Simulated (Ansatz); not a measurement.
`N[SiH2]C[SiH3]` + `[OH][SbH2]` → `[SiH3][O][SbH2]` + `C[SiH2]N` at 600 K and 1 bar (ligand exchange at the Si–C bond).

Program: Ansatz. Geometries: PBE0-D4/def2-TZVP. ΔE: electronic, gas phase. CCSD(T)/CBS adds triple-zeta CCSD(T) − MP2 to the extrapolated MP2 energy (def2 sets, frozen cores). def2 core potentials past Kr. For Sb outer-core shells are correlated without core-valence functions, which leaves a few kJ/mol of doubt a bond. Each species was taken in one conformer, which may not be the lowest.

```json
{"species": "`N[SiH2]C[SiH3]`", "CCSD(T)/CBS energy (Eh)": "-676.36397", "H − E (kJ/mol)": "321.3", "S (J/(mol·K))": "474.5"}
{"species": "`[OH][SbH2]`", "CCSD(T)/CBS energy (Eh)": "-316.98030", "H − E (kJ/mol)": "103.5", "S (J/(mol·K))": "324.2"}
{"species": "`[SiH3][O][SbH2]`", "CCSD(T)/CBS energy (Eh)": "-607.29789", "H − E (kJ/mol)": "163.5", "S (J/(mol·K))": "428.8"}
{"species": "`C[SiH2]N`", "CCSD(T)/CBS energy (Eh)": "-386.08232", "H − E (kJ/mol)": "261.1", "S (J/(mol·K))": "384.5"}
```

H − E and S are ideal-gas, rigid-rotor, harmonic terms from PBE0-D4/def2-TZVP, for one conformer and one mirror image of each species. 1 Eh = 2625.50 kJ/mol, R = 8.31446 J/(mol·K).

Problem. By hand: ΔE, ΔH, ΔS and ΔG.

Solution. ΔE = (-607.29789) + (-386.08232) − (-676.36397) − (-316.98030) = -0.03594 Eh = -94.4 kJ/mol. Δ(H − E) = 163.5 + 261.1 − 321.3 − 103.5 = -0.2, so ΔH = -94.6 kJ/mol. ΔS = 428.8 + 384.5 − 474.5 − 324.2 = 14.6 J/(mol·K). ΔG = -94.6 − 600 × (14.6)/1000 = -103.4 kJ/mol.

Problem. By hand: the equilibrium constant, and the temperature at which ΔG would vanish if ΔH and ΔS stayed fixed.

Solution. log₁₀ K = −ΔG/(RT ln 10) = 9.0. ΔH and −TΔS have one sign here, so there is no such temperature.

The number of gas molecules stays the same, so ΔS is small and ΔH decides. A doubt of 5 kJ/mol in ΔE shifts log₁₀ K by 0.4 here. Other conformers and mirror images would add mixing entropy, several J/(mol·K) or more a flexible species. Modes under 60 cm⁻¹, often nearly free rotors, make the harmonic entropy too high. These are equilibria of isolated gas molecules and say nothing of rates. Largest T1 diagnostic: 0.014 (customary marks: 0.02 for closed shells, 0.045 for open ones).
